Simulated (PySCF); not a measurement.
From one molecule to another.

First species: C5HF6N.
Atom-mapped SMILES: `[N:1]#[C:2][CH:3]=[C:4]([C:5]([F:6])([F:7])[F:8])[C:9]([F:10])([F:11])[F:12]` (hydrogens: H13 on C3)

Second species: C5H5F3O.
InChI=1S/C5H5F3O/c1-2-3-4(9)5(6,7)8/h2H,1,3H2

Levels: PBE0/def2-SVPD for dipole moment, HOMO energy, LUMO energy, HOMO–LUMO gap, static isotropic polarisability and electronic spatial extent ⟨r²⟩ about the centre of nuclear charge; TDDFT PBE0/def2-SVPD for lowest singlet excitation; PBE0-D3(BJ)/def2-SVP for rotational constant A and rotational constant C. Geometries: PBE0-D3(BJ)/def2-SVP. All species are isolated and taken at one optimised geometry, non-relativistic unless stated; the electronic structure was computed with PySCF and density fitting.

Dipoles, sizes and rotational constants follow the conformer. The torsions of the flexible species, by atom-mapped SMILES:
- `[N:1]#[C:2][CH:3]=[C:4]([C:5]([F:6])([F:7])[F:8])[C:9]([F:10])([F:11])[F:12]`: C3–C4–C5–F6 180°, C3–C4–C9–F10 120°
- `[CH2:1]=[CH:2][CH2:3][C:4](=[O:5])[C:6]([F:7])([F:8])[F:9]`: C1–C2–C3–C4 129°, C2–C3–C4–O5 8°, C3–C4–C6–F7 -56°

| property | column X | column Y |
| --- | --- | --- |
| dipole moment | 2.66 D | 2.44 D |
| HOMO energy | -7.98 eV | -9.61 eV |
| LUMO energy | -1.72 eV | -3.26 eV |
| HOMO–LUMO gap | 6.26 eV | 6.35 eV |
| lowest singlet excitation | 4.31 eV | 5.56 eV |
| static isotropic polarisability | 65.8 au | 69.3 au |
| electronic spatial extent ⟨r²⟩ about the centre of nuclear charge | 1334 bohr² | 1773 bohr² |
| rotational constant A | 3.272 GHz | 1.314 GHz |
| rotational constant C | 0.853 GHz | 0.599 GHz |

Question: Which column belongs to which species?

Answer: Column X is the second species and column Y the first. The first has 13 atoms and 92 electrons, the second 14 and 70.

Question: How does each property change from the first species to the second?

Answer: dipole moment +0.22 D; HOMO energy +1.63 eV; LUMO energy +1.54 eV; HOMO–LUMO gap -0.09 eV; lowest singlet excitation -1.25 eV; static isotropic polarisability -3.5 au; electronic spatial extent ⟨r²⟩ about the centre of nuclear charge -439 bohr²; rotational constant A +1.958 GHz; rotational constant C +0.254 GHz.

On the first: A dipole of 2.44 D is allowed in Cs, and pure rotational transitions are dipole-allowed. The polarisability is 10.27 Å³ as a volume (1 au = 0.148185 Å³), or 0.75 au for each of the 92 electrons.

On the second: In wavenumbers S1 is 34800 cm⁻¹ (1 eV = 8065.54 cm⁻¹).
